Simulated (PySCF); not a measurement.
Vertical excitations of a molecule C3H5ClGeO from TDA-LC-ωPBE/def2-SVPD (PySCF), as energy in eV (oscillator strength): 3.35 (0.002), 6.70 (0.106), 6.89 (0.011), 6.99 (0.151), 7.07 (0.146), 7.45 (0.011), 7.50 (0.037), 7.66 (0.006), 7.78 (0.029), 7.91 (0.120). Lowest triplet (TDA): 2.61 eV. Geometry optimised at B3LYP-D3(BJ)/def2-SVP. One conformer was computed; it need not be the lowest.

Q: Identify the compound among the candidates.
A) O=[C]1C[CH2][Ge@H]1[Cl]
B) [Cl][GeH2][C]1=COC1
C) C[C]1=C[O][Ge@@H]1[Cl]
D) C=[C](Cl)[GeH2][CH]=O

A: D, C=[C](Cl)[GeH2][CH]=O
